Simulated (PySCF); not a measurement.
sulfur tetrafluoride anion (F₄S), SMILES FS(F)(F)F (connectivity only; charge and spin as stated), charge -1, multiplicity 2. Geometry optimised at PBE-D3(BJ)/def2-SVPD. The multiplicity is an assumed one; other spin states were not compared.

Method: PySCF with PBE-D3(BJ)/def2-SVPD.

Harmonic wavenumbers (cm⁻¹): 149, 154, 192, 280, 357, 389, 454, 575, 690. Rotational constants (GHz): 4.705, 3.116, 2.652; symmetry number 1.

Question: Work out the zero-point energy and the ideal-gas rigid-rotor harmonic-oscillator thermochemistry at 298.15 K and 1 atm.

Answer: ZPE = ½ Σ hcν = ½ × 3239 cm⁻¹ = 19.37 kJ/mol. H − E(el) = 38.55 kJ/mol. Entropy in J/(mol K): translation 167.15, rotation 110.95, vibration 53.53, spin 5.76, total 337.38. G − E(el) = -62.04 kJ/mol. Cp = 90.60 J/(mol K). Modes under 150 cm⁻¹ make the vibrational entropy uncertain.
